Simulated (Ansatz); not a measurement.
This geometry of BrH + GaH3 (6 atoms, charge 0, multiplicity 1) is a first-order saddle point.

Method: RHF/def2-SVP in Ansatz 0.2.0.

```xyz
6
Properties=species:S:1:pos:R:3
Ga 0.008 -0.086 -0.018
H 0.016 0.040 1.678
H 1.423 0.143 -0.618
H -1.425 0.065 -0.597
Br 0.086 -2.624 1.090
H 0.049 -1.082 1.680
```

Which two structures does it join? (They come from a converged band through this point; their orientation in space is the band's.)

Bonds broken: Ga1–H2, Br5–H6. Bonds formed: Ga1–Br5, H2–H6. BrH + GaH3 becomes BrGaH2 + H2.

Image 0:

```xyz
6
Properties=species:S:1:pos:R:3
Ga -0.006 0.340 -0.084
H -0.011 0.841 1.412
H 1.360 0.203 -0.856
H -1.370 0.123 -0.839
Br 0.093 -2.762 1.128
H 0.091 -2.289 2.455
```

Image 8:

```xyz
6
Properties=species:S:1:pos:R:3
Ga 0.020 -0.631 -0.570
H 0.013 0.331 2.639
H 1.400 0.084 -0.696
H -1.401 0.004 -0.674
Br 0.089 -2.922 -0.210
H 0.035 -0.411 2.726
```

How far does it lie above each of them?

0.78 eV above the first and 1.86 eV above the second. This is the barrier of this one path; another mechanism may lie lower. The orbitals stay closed-shell, which can raise the energy where a bond breaks towards radicals; this wasn't checked here.

The run took 110 s on 1 thread of Arm Neoverse V2, on a shared host, peak memory 0.17 GiB.
